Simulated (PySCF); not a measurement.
**Dipole response of Tl²⁺ (thallium, charge +2)**

[Xe] 4f14 5d10 6s1, 2S determinant. All numbers are calculated (PySCF 2.14, scalar relativity through the core potential, in aug-cc-pwCVTZ-PP with ECP60MDF (8s7p6d4f1g, 96 functions)). Coupled (time-dependent) response in atomic units; α is the mean over directions.

```
method  mean α (bohr³)  C₆ (like pair)  S(−4)
   UHF           14.63           89.77  102.1
   PBE           12.13           78.26  51.48
  PBE0           12.50           79.70  58.54
```

S(−4) is the Cauchy moment in α(ω) = α(0) + S(−4) ω² + …

α(iu) at UHF:

```tsv
u (hartree)	α(iu) (bohr³)
0	14.63
0.0500	14.38
0.100	13.70
0.200	11.75
0.300	9.854
0.500	7.259
0.750	5.452
1.00	4.349
1.50	3.013
2.00	2.214
3.00	1.325
5.00	0.6100
```

A single London oscillator, α(iu) = α/(1 + u²/ω²), gives C₆ = (3/4) ω α². Matching the computed C₆ needs ω = 4 × 89.77 / (3 × 14.63²) = 0.559 hartree.

For an ion, C₆ is the dispersion term alone; charge-induced terms of lower order in 1/R come first.

Energies and moments cover only the electrons outside the core potential. Spin-orbit coupling, which splits the p, d and f shells strongly at this Z, is absent.
